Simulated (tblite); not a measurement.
Species: C₇H₉NOS.
Structure used (GFN2-xTB), in Å, numbered top down from 1:
```xyz
19
C7H9NOS angstrom
C      2.4795    0.1959   -0.0861
C      1.2642    0.0353    0.3948
C      0.1319    1.0241    0.4137
C      0.2879    2.0516   -0.5864
N      0.4166    2.8659   -1.3777
C     -1.1561    0.1949    0.2292
C     -1.2787   -0.3261   -1.1995
C     -1.0121   -0.9550    1.2155
S      0.7427   -1.5716    1.1205
O      0.8169   -2.5429    0.0298
H      2.8010    1.1123   -0.5557
H      3.1951   -0.6074   -0.0444
H      0.1055    1.5189    1.3958
H     -2.0325    0.8061    0.4729
H     -0.4546   -0.9955   -1.4362
H     -1.2719    0.4975   -1.9103
H     -2.2097   -0.8759   -1.3183
H     -1.1618   -0.6313    2.2451
H     -1.6736   -1.7878    0.9900
```

Level: GFN2-xTB in tblite, geometry and Hessian alike; calculated harmonic values, unscaled, isolated species. The method is semi-empirical: single wavenumbers can be off by several per cent or more. One conformer, not necessarily the lowest.

Harmonic wavenumbers (cm⁻¹): 42.0, 113.7, 133.9, 158.0, 206.1, 217.4, 287.3, 319.2, 328.9, 355.7, 386.7, 480.0, 499.5, 547.8, 609.3, 656.7, 676.7, 726.9, 843.9, 852.4, 919.7, 928.1, 991.1, 1007.3, 1045.3, 1059.8, 1082.1, 1120.9, 1134.2, 1170.1, 1194.8, 1219.1, 1237.4, 1281.5, 1320.1, 1389.4, 1424.3, 1436.7, 1490.2, 1498.2, 1712.8, 2407.9, 2878.0, 2926.8, 2999.7, 3033.5, 3039.6, 3043.7, 3049.8, 3089.4, 3129.1.

A = 1935, B = 1003, C = 810.3 MHz; mass 155.040 u (most abundant isotopes); point group C1, symmetry number 1.

Zero-point energy?

½Σν̃ = 31851 cm⁻¹ = 91.07 kcal/mol.

Entropy at 500 K, 1 bar (ideal gas, RRHO, classical rotation)?

Translation 43.62, rotation 31.24, vibration 50.38: S = 125.2 cal/(mol K).

And Cp and H(500 K) − H(0)?

Cp = 59.25 cal/(mol K), of which vibrations give 51.30 (their classical limit is 51 R = 101.3); H(500 K) − H(0) = 17.29 kcal/mol without the zero-point energy, 13.32 from vibrations.

What must be added to the electronic energy to get the Gibbs energy at 500 K and 1 bar?

ZPE + [H(500 K) − H(0)] − T·S = 91.07 + 17.29 − 62.62 = 45.74 kcal/mol.

Blend soft modes into free rotors: weight 1/[1 + (100 cm⁻¹/ν̃)⁴] for the oscillator and the rest for a rotor with moment μB/(μ + B), μ = h/(8π²ν), B = 10⁻⁴⁴ kg m². What vibrational entropy results?

47.80 cal/(mol K) in place of 50.38, which changes −T·S at 500 K by +1.29 kcal/mol.

How do the functions run with temperature in this model?

```
T (K)  S (cal/(mol K))  Cp (cal/(mol K))  H − H(0) (kcal/mol)  G − H(0) (kcal/mol)  ln q(vib)
  100             69.4              18.4                 1.24                -5.69       1.42
  200             85.7              29.8                 3.66               -13.48       3.90
  300             99.9              40.7                 7.19               -22.76       6.55
  800            157.2              76.5                37.90               -87.87      19.72
 1000            175.1              83.8                53.97              -121.14      24.52
```

q(vib) and H(0) count from the zero-point level.

Hindered rotation and anharmonicity are outside this model. Other conformers, if any are populated, would add a mixing term that is left out. The structure is chiral; the term R ln 2 for an equal mix with its mirror image is left out.

Hardware: an Arm Neoverse V1 with one thread, shared host with 32 logical CPUs at a one-minute load of 8.8. Cost: 0.83 s. The figure is for the frequency step alone.
